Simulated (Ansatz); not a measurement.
```xyz
7

O     0.5783   -0.7231    1.3876
Sn    0.1580   -0.2318   -0.4497
O     0.3603    1.6929   -0.5982
Cl   -2.0799   -0.8016   -0.7130
H    -0.1618   -1.1475    1.8305
H     1.1414   -0.9591   -1.6132
H     0.0037    2.1702    0.1560
```

Charge 0, multiplicity 1. Sn takes the def2 core potential.

Q: List the PBE/def2-TZVPP orbital energies in eV (Ansatz). (Best estimate.)

A: The calculation gave: Occupied: -2738.90, -510.43, -510.43, -249.46, -190.15, -189.99, -189.98, -134.24, -90.25, -90.16, -90.13, -27.21, -27.02, -26.73, -26.60, -26.58, -24.43, -23.84, -20.04, -13.77, -11.89, -10.88, -9.48, -8.70, -8.57, -7.81, -7.71, -7.53, -7.36. Lowest empty: -2.31, -0.82, -0.73, 0.53, 1.31, 1.59, 1.85, 2.67.
